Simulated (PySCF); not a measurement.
Compound: C₆H₁₅NSi.
Numbering: `[CH3:1][CH:2]([CH3:3])[C@@H:4]1[CH2:5][NH:6][SiH2:7][CH2:8]1`

Definitions: NICS(0) = −σiso at the ring centroid; NICS(1) = −σiso and NICS(1)zz = −σzz at ±1 Å along the ring normal z. Level: GIAO PBE/pcSseg-1 (PySCF, non-relativistic, gas phase) on the PBE0-D3(BJ)/def2-SVP geometry, one conformer.

Ring bond lengths (Å): C4–C5 1.538, C5–N6 1.448, N6–Si7 1.733, Si7–C8 1.887, C8–C4 1.542.

Problem. What do the NICS probes read (ppm)?

Solution. 
```csv
ring,type,NICS(0),"NICS(1), two faces","NICS(1)zz, two faces",rms pucker (Å),"centre to ring atoms, mean (Å)"
C4–C5–N6–Si7–C8,5-membered ring with N and Si; formal bonds all single,-6.4,-3.6 / -3.0,-2.6 / -1.9,0.16,1.37
```

Problem. What do they say, and how far can they be read as aromaticity?

Solution. 
- C4–C5–N6–Si7–C8: mean NICS(1)zz -2.2 ppm, near zero. C4, C5, Si7, C8 have four or more neighbours; no verdict on aromaticity is drawn.

Problem. How do the values depend on the level or the medium?

Solution. 
```csv
level,"NICS(0), C4–C5–N6–Si7–C8","mean NICS(1)zz, C4–C5–N6–Si7–C8"
"PBE/pcSseg-1, gas",-6.4,-2.2
"PBE0/pcSseg-1, gas",-6.5,-2.2
```

The geometry is the same throughout.
